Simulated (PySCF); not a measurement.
Species: C₄H₈O₂P (charge -1).
SMILES: `C[P@](=O)([O-])C1CC1`

Torsions of this conformer, `[CH3:1][P@:2](=[O:3])([O-:4])[CH:5]1[CH2:6][CH2:7]1`: C1–P2–C5–C6 -87°.

The closed-shell ground state was solved at several levels (PySCF, density fitting, gas phase, non-relativistic). The structure is a single GFN2-xTB conformer in the gas phase; no vibrational or solvent corrections. No diffuse functions stand in pcSseg-1, which bears on an anion's orbital energies.

```tsv
level	basis functions	HOMO (eV)	LUMO (eV)	gap (eV)
PBE0/def2-SVPD	214	-2.19	4.13	6.32
PBE0/pcSseg-1	166	-1.83	5.10	6.93
```

Q: Estimate the row for wB97X-D/def2-SVPD, a basis of 214 functions; the other rows only guide the guess.

A: HOMO -4.07 eV, LUMO 5.70 eV, gap 9.77 eV.

Q: Over all these levels, which gives the widest orbital gap and which the narrowest?

A: wB97X-D/def2-SVPD (range-separated hybrid) has the widest, 9.77 eV, and PBE0/def2-SVPD (global hybrid, 25 % exact exchange) the narrowest, 6.32 eV. The two share the basis. From the narrowest to the widest the HOMO moves by -1.88 eV and the LUMO by +1.57 eV.
